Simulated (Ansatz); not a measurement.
Wavefunction ladder for `O[SiH](F)[Si](O)(O)O`

| atom | x (Å) | y (Å) | z (Å) |
| --- | --- | --- | --- |
| O1 | 0.390 | -1.720 | 1.426 |
| Si2 | -0.376 | -1.413 | 0.003 |
| F3 | 0.340 | -2.230 | -1.180 |
| Si4 | -0.035 | 0.885 | -0.293 |
| O5 | 1.402 | 1.271 | 0.402 |
| O6 | -1.340 | 1.591 | 0.389 |
| O7 | 0.059 | 1.414 | -1.838 |
| H8 | 0.262 | -2.570 | 1.850 |
| H9 | -1.769 | -1.929 | 0.041 |
| H10 | 1.621 | 0.806 | 1.213 |
| H11 | -1.474 | 2.531 | 0.243 |
| H12 | 0.920 | 1.364 | -2.258 |

The species carries charge 0 and has multiplicity 1. All single points use the PBE0-D4/def2-TZVP geometry. It is one conformer, not always the lowest. Frozen core, restricted reference, the Gaussian-basis code of Ansatz. CBS rows extrapolate triple and quadruple zeta; past MP2 they add the triple-zeta difference.

```
     basis     HF (Eh)  MP2 corr.  CCSD corr.       (T)  CCSD(T) total
def2-TZVPP  -980.17267   -1.43800    -1.46083  -0.04994     -981.68344
def2-QZVPP  -980.21122   -1.56202           –         –              –
 CBS(def2)  -980.21653   -1.65388    -1.67671     as TZ     -981.94318
```
